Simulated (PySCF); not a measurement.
An equivalent PySCF input for Mg⁺ (magnesium, charge +1), [Ne] 3s1, 2S determinant, with scalar relativity by spin-free X2C-1e:

```python
from pyscf import gto, scf, dft, mp, cc
import basis_set_exchange as bse
mol = gto.M(atom="Mg 0 0 0", charge=1, spin=1, symmetry="D2h",
            basis=gto.basis.parse(bse.get_basis("cc-pVDZ-DK", elements=["Mg"], fmt="nwchem", header=False)),
            nucmod="G")
mf = dft.UKS(mol, xc="M062X").sfx2c1e()
mf.irrep_nelec = {'Ag': (3, 2), 'B1u': (1, 1), 'B2u': (1, 1), 'B3u': (1, 1)}
mf.kernel()
```

It reaches the same state as the run whose output follows, with an energy that differs only through the grid. The run itself started from symmetry-adapted Hartree-Fock orbitals and held the occupation by maximum overlap, on a logarithmic radial grid, so the iterations belong to that start.

```
SCF conv_tol = 1e-09
number electrons alpha = 6  beta = 5
XC functionals = M062X
    Y. Zhao and D. G. Truhlar.,  Theor. Chem. Acc. 120, 215 (2008)
    Y. Zhao and D. G. Truhlar.,  Theor. Chem. Acc. 120, 215 (2008)
cycle= 1 E= -200.077006747583  delta_E= -0.0011  |g|= 0.00427  |ddm|= 0.422
cycle= 2 E= -200.077036959549  delta_E= -3.02e-05  |g|= 0.000857  |ddm|= 0.11
cycle= 3 E= -200.077038377726  delta_E= -1.42e-06  |g|= 2.36e-05  |ddm|= 0.0295
cycle= 4 E= -200.077038379027  delta_E= -1.3e-09  |g|= 3e-06  |ddm|= 0.000855
cycle= 5 E= -200.077038379045  delta_E= -1.78e-11  |g|= 8.92e-08  |ddm|= 0.000106
converged SCF energy = -200.077038379045  <S^2> = 0.75000532  2S+1 = 2.0000053
```
